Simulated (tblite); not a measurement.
C₇H₄N (doublet state).
Atom-mapped SMILES: `[N:1]#[C:2][c:3]1[cH:4][c:5][cH:6][cH:7][cH:8]1` (hydrogens: H9 on C4; H10 on C6; H11 on C7; H12 on C8)

Method: GFN2-xTB as coded in tblite; computed harmonic values from a numerical Hessian at the method's own geometry, unscaled. The method is semi-empirical: single wavenumbers can be off by several per cent or more. Open shells enter through the occupations alone, without spin polarisation, and single modes of such species can be off by tens of per cent.

Harmonic wavenumbers (cm⁻¹): 125.7, 147.3, 307.6, 379.1, 428.6, 530.9, 535.5, 585.7, 621.1, 750.8, 756.7, 846.5, 877.3, 905.9, 959.3, 1083.4, 1099.6, 1159.3, 1194.8, 1237.3, 1264.4, 1398.2, 1437.0, 1490.2, 1600.1, 2366.1, 3073.2, 3082.8, 3086.2, 3089.1.

A = 6140, B = 1594, C = 1265 MHz; mass 102.034 u (most abundant isotopes); point group Cs, symmetry number 1; spin multiplicity 2.

Problem. Zero-point energy?

Solution. ½Σν̃ = 18210 cm⁻¹ = 52.06 kcal/mol.

Problem. What is S at 400 K and 1 bar for an ideal gas of classical rigid rotors and harmonic oscillators?

Solution. Translation 41.26, rotation 28.53, vibration 18.74, spin (R ln 2) 1.38: S = 89.9 cal/(mol K).

Problem. And Cp and H(400 K) − H(0)?

Solution. Cp = 32.85 cal/(mol K), of which vibrations give 24.90 (their classical limit is 30 R = 59.6); H(400 K) − H(0) = 7.65 kcal/mol without the zero-point energy, 4.47 from vibrations.

Problem. How do the functions run with temperature in this model?

Solution. 
| T (K) | S (cal/(mol K)) | Cp (cal/(mol K)) | H − H(0) (kcal/mol) | G − H(0) (kcal/mol) | ln q(vib) |
| --- | --- | --- | --- | --- | --- |
| 50 | 55.0 | 9.2 | 0.41 | -2.34 | 0.04 |
| 100 | 62.3 | 11.9 | 0.94 | -5.29 | 0.33 |
| 298.15 | 81.3 | 25.9 | 4.64 | -19.60 | 2.43 |
| 373.15 | 87.7 | 31.1 | 6.79 | -25.93 | 3.44 |
| 500 | 97.9 | 38.4 | 11.22 | -37.71 | 5.25 |
| 750 | 115.4 | 47.8 | 22.10 | -64.43 | 8.90 |
| 1000 | 130.0 | 53.5 | 34.81 | -95.15 | 12.40 |

q(vib) and H(0) count from the zero-point level.

Problem. What must be added to the electronic energy to get the Gibbs energy at 400 K and 1 bar?

Solution. ZPE + [H(400 K) − H(0)] − T·S = 52.06 + 7.65 − 35.96 = 23.75 kcal/mol.

Problem. Blend soft modes into free rotors: weight 1/[1 + (100 cm⁻¹/ν̃)⁴] for the oscillator and the rest for a rotor with moment μB/(μ + B), μ = h/(8π²ν), B = 10⁻⁴⁴ kg m². What vibrational entropy results?

Solution. 18.47 cal/(mol K) in place of 18.74, which changes −T·S at 400 K by +0.11 kcal/mol.

Problem. Which modes carry the vibrational entropy at 400 K?

Solution. 125.7 cm⁻¹: 3.58; 147.3 cm⁻¹: 3.27; 307.6 cm⁻¹: 1.88; 379.1 cm⁻¹: 1.52; 428.6 cm⁻¹: 1.31; 530.9 cm⁻¹: 0.98 cal/(mol K); the other 24 give 6.19 together.

Hindered rotation and anharmonicity are outside this model.
